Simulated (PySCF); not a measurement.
Isomers of C5H11B, from PBE0-D3(BJ)/def2-SVP geometry optimisation, gas phase in PySCF 2.14.0. One conformer each, no zero-point energy, no frequencies.

Problem. Which isomer lies lowest at this level?
A. `[CH3:1][C@@H:2]1[BH:3][CH2:4][CH2:5][CH2:6]1` with C1–C2–B3–C4 -147°, C2–B3–C4–C5 -10°, B3–C4–C5–C6 29°, C4–C5–C6–C2 -38°: A = 6519, B = 2876, C = 2187 MHz, dipole 0.38 D
B. `[BH2:1][CH:2]1[CH2:3][CH2:4][CH2:5][CH2:6]1` with H–B1–C2–C3 -27° and 159°, B1–C2–C3–C4 -174°, C2–C3–C4–C5 17°, C3–C4–C5–C6 7°, C4–C5–C6–C2 -29°: A = 6332, B = 3029, C = 2236 MHz, dipole 0.74 D
C. `[BH:1]1[CH2:2][CH2:3][CH2:4][CH2:5][CH2:6]1` with C6–B1–C2–C3 19°, B1–C2–C3–C4 -38°, C2–C3–C4–C5 60°, C3–C4–C5–C6 -60°: A = 4504, B = 4161, C = 2399 MHz, dipole 0.49 D

Solution. C. That is `B1CCCCC1`, 4.7 kcal/mol below the next.

```
       SMILES                                 mapped SMILES      E (Eh)  relative (kcal/mol)  relative (kJ/mol)  dipole (D)
     B1CCCCC1   [BH:1]1[CH2:2][CH2:3][CH2:4][CH2:5][CH2:6]1  -221.58130                  0.0                0.0        0.49
C[C@@H]1BCCC1  [CH3:1][C@@H:2]1[BH:3][CH2:4][CH2:5][CH2:6]1  -221.57378                  4.7               19.8        0.38
     BC1CCCC1   [BH2:1][CH:2]1[CH2:3][CH2:4][CH2:5][CH2:6]1  -221.55160                 18.6               78.0        0.74
```
